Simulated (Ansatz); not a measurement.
Input for Ansatz (a program for electronic structure): R-RI-MP2/def2-QZVPP on CH3F2In (SMILES [CH3][In]([F])[F]), a point of a torsion scan. Elements past Kr take the def2 small-core potentials; no spin–orbit coupling. Files ending in .json are basis or fitting sets from the Basis Set Exchange. The run froze 12 orbitals, filled d shells among them.

Ansatz 0.2 input:
```yaml
crystal:
  periodic: [false, false, false]
  atoms:
    - {symbol: C, position_ang: [-1.13868381, -0.09906293, -0.00127535]}
    - {symbol: In, position_ang: [1.07504996, 0.06494738, -0.09546559]}
    - {symbol: F, position_ang: [2.32160518, -0.37130243, 1.36837431]}
    - {symbol: F, position_ang: [2.07865922, 0.68930460, -1.67302649]}
    - {symbol: H, position_ang: [-1.43297160, 0.24869615, 0.98111079]}
    - {symbol: H, position_ang: [-1.38394713, -1.14406707, -0.14777523]}
    - {symbol: H, position_ang: [-1.52084288, 0.52521579, -0.79893396]}
basis:
  gaussian:
    orbitals: def2-QZVPP.json
    fitting: {mean_field: def2-universal-JKFIT, correlation: def2-QZVPP-RIFIT.json}
magnetization: {spin_polarized: false}
correlation: {method: mp2, electrons: outside_noble_gas}
scf: {lower_state_search: off}
```

The log:

```
WARN ansatz: RAYON_NUM_THREADS=1 ignored (pool sized by the plan → 1); use --threads N
Functional definition: HF
these checks for a lower state are left out or cut short: stability, starts, cluster_reference, orbital_swaps, neighbouring_geometries, increment
integrals: 0.44 GiB planned
501 factors; integrals over basis functions are off by at most 1.6e0 eV
mean field: 0.70 GiB planned
mean field evaluation 1: about -11638.6664 eV, gradient 5.1e1 eV
mean field evaluation 2: about -11641.2394 eV, gradient 3.9e1 eV
mean field evaluation 4: about -11643.1673 eV, gradient 1.1e0 eV
mean field -11643.17113159 eV, -427.8786470612 hartree, gradient 9.9e-7 eV, S^2 0.000000; 0 other end points of the search recorded, 0 dependent functions left out
12 core orbitals not correlated, not the lowest: weight in the atoms' cores, before any rotation towards them, 0.949 or more for the frozen orbitals, at most 0.054 for the correlated occupied ones
867 factors; their error is unknown
reference -11643.17113159 eV, -427.8786470612 hartree; 12, 12 occupied and 319, 319 virtual orbitals, 867 factors
second order -22.59205408 eV of doubles, -0.00000000 eV of singles
Total energy: -11665.76318568 eV, -428.7088897353 hartree
Checks for a lower state left out: stability, starts, cluster_reference, orbital_swaps, neighbouring_geometries, increment
```

Self-consistency was reached.

Cost: roughly 8 core-seconds.
